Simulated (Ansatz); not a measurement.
Consider the redistribution: `C[Si@H](O)[Si@H](O)F` + `COB(F)S` → `O[Si@H](F)[Si@H](O)F` + `COB(C)S`.

Calculated with Ansatz (gas phase, PBE0-D4/def2-TZVP geometries, no zero-point term in ΔE). CBS: MP2 limit from def2 TZ/QZ plus the TZ coupled-cluster correction, frozen cores. This one scheme is used for every species. DFT in def2-TZVPP. B3LYP here is the variant with VWN-RPA as its local correlation; programs differ in this. Each species was taken in one conformer, which may not be the lowest.

```
             level  ΔE (kJ/mol)  difference from CCSD(T)/CBS
            PBE-D4         -9.0                          7.1
         r2SCAN-D4        -10.5                          5.6
           PBE0-D4         -7.5                          8.6
          B3LYP-D4        -10.7                          5.4
           ωB97X-V        -10.3                          5.8
           ωB97M-V        -10.0                          6.1
            B2PLYP        -12.0                          4.1
               PBE         -8.3                          7.8
            r2SCAN        -10.4                          5.7
              PBE0         -7.0                          9.1
             B3LYP         -9.5                          6.6
     HF/def2-TZVPP         -6.9                          9.2
    MP2/def2-TZVPP        -15.4                          0.7
SCS-MP2/def2-TZVPP        -14.8                          1.3
   CCSD/def2-TZVPP        -10.9                          5.2
CCSD(T)/def2-TZVPP        -11.7                          4.4
     HF/def2-QZVPP         -9.0                          7.1
    MP2/def2-QZVPP        -18.6                         -2.5
SCS-MP2/def2-QZVPP        -17.8                         -1.7
      HF/CBS(def2)         -9.3                          6.8
     MP2/CBS(def2)        -19.8                         -3.7
    CCSD/CBS(def2)        -15.3                          0.8
       CCSD(T)/CBS        -16.1                            0
```

Largest T1 diagnostic among the species: 0.013.

In def2-TZVPP, CCSD(T) changes the Hartree–Fock value by −4.8 kJ/mol (the triples alone add −0.8 kJ/mol) and MP2 by −8.5 kJ/mol.
